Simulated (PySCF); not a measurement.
A GIAO shielding run with PySCF 2.14.0 with density-fitted response routines (density fitting, non-relativistic, gas phase) on SMILES C=CS[SiH2]OC=C, C$_{4}$H$_{8}$OSSi:

```
$ OMP_NUM_THREADS=1 python probes_run.py task.json out

{"job": {"kind": "nmr", "xc": "PBE0", "basis": "pcSseg-1"}, "charge": 0, "multiplicity": 1}
C      3.180971    -0.883454    -0.145808
C      2.592808    -0.129031    -1.054168
O      1.301013     0.241345    -1.058618
Si     0.086156    -0.108292    -0.049649
S     -1.463797     0.998314    -1.019469
C     -2.893627     0.693299    -0.058042
C     -3.009446    -0.046601     1.031013
H      4.222442    -1.129056    -0.225509
H      2.638395    -1.273218     0.696714
H      3.123658     0.271977    -1.909146
H      0.325136     0.403513     1.296901
H     -0.219644    -1.536164    -0.041398
H     -3.743132     1.211619    -0.476639
H     -3.962717    -0.143728     1.521081
H     -2.182629    -0.573843     1.470826
```

Hardware: 1 thread of an Arm Neoverse N1, shared host. The job also computes population analyses, field gradients.

**Question.** How large is the calculation?

**Answer.** 70 electrons, 173 basis functions and 943 auxiliary functions.

**Question.** How long does it take, and how much memory does it need?

**Answer.** 44 s of wall time, with 14 SCF cycles and 5 response iterations; peak memory 0.78 GiB. Times on a shared host scatter by some tens of per cent.
